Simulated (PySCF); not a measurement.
Gas-phase reaction: 2 (H2SiO)3 + 3 H2O2 = 3 SiH2 + 3 Si(OH)4

Computed with PySCF and rigid-rotor harmonic-oscillator thermochemistry at 1 bar. S°(298 K) at PBE0/def2-TZVP differs from the NASA 1993 table for H2O2 (-8 J/mol/K); whether the harmonic model or the table's entry is off was not settled. † marks an energy on the PBE0/def2-TZVP geometry and frequencies; other levels use their own. MP2 and CCSD(T) freeze the core. 6-31G* has spherical d functions here. All species are closed-shell singlets. B3LYP is the form with VWN-RPA correlation. No R ln 2 is added for the mirror-image form of H2O2. (H2SiO)3: computed as isolated molecules; such fragments, hydroxides, amides, oligomers or adducts are transient or little studied in the gas. MP2 isn't extrapolated to the basis-set limit; its ΔH°(298 K) is -376.1 kJ in def2-SVP and -417.2 kJ in def2-TZVPP. CCSD(T) isn't extrapolated to the basis-set limit. The harmonic model lacks anharmonicity and excited electronic states, which grow with temperature; levels with a mode under 35 cm⁻¹ are left out. Internal rotation in H2O2, Si(OH)4 is treated as a harmonic vibration of one conformer, which makes the entropy rough. Soft modes under 120 cm⁻¹ make the harmonic entropy rough for (H2SiO)3.

```tsv
level	ΔE electronic, kJ	ΔH°(298 K), kJ	ΔS°(298 K), J/K	ΔG°(800 K), kJ
B3LYP/6-31G*	-281	-290	208	-470
BLYP/def2-TZVP†	-364	-370	227	-566
CCSD(T)/def2-SVP†	-364	-369	227	-566
HF/6-31G*	-358	-376	227	-574
HF/def2-TZVP†	-436	-442	227	-638
MP2/def2-TZVPP†	-411	-417	227	-613
PBE0/def2-SVP†	-340	-346	227	-542
r2SCAN/def2-TZVP†	-324	-330	227	-526
ωB97M-V/def2-TZVP†	-385	-391	227	-587
ωB97X-V/def2-TZVP†	-312	-317	227	-514
```
ΔH° is lowest at HF/def2-TZVP† and highest at B3LYP/6-31G*. No reference value is set beside these.
